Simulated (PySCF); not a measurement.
Working with the constants of LiPb⁺

UHF-CCSD(T) constants of LiPb⁺, ³Π (triplet), unpaired electrons σ ↑, π ↑ (basis Li cc-pVDZ, Pb cc-pVDZ-PP with ECP60; scalar-relativistic core potentials; PySCF 2.14; masses 7.0160 and 207.9766 u):

| Property | Result |
| --- | --- |
| ωe | 225.0 cm⁻¹ |
| ωexe | 1.42 cm⁻¹ |
| Be | 0.2611 cm⁻¹ |
| αe | 0.00287 cm⁻¹ |
| D (centrifugal) | 1.41e-06 cm⁻¹ |

Problem. Give the vibrational terms G(v) and spacings up to v = 6.

Solution. G(v) = ωe(v+½) − ωexe(v+½)².

| v | G(v) (cm⁻¹) | G(v) − G(v−1) | Bv (cm⁻¹) |
| --- | --- | --- | --- |
| 0 | 112 |  | 0.2597 |
| 1 | 334 | 222 | 0.2568 |
| 2 | 554 | 219 | 0.2539 |
| 3 | 770 | 216 | 0.2511 |
| 4 | 984 | 214 | 0.2482 |
| 5 | 1195 | 211 | 0.2453 |
| 6 | 1403 | 208 | 0.2424 |

Correlated steps freeze 4 core orbitals. Spin–orbit coupling is left out, which matters for elements this heavy, above all for dissociation energies. The state was picked by a PBE0 search and need not be the measured ground state.
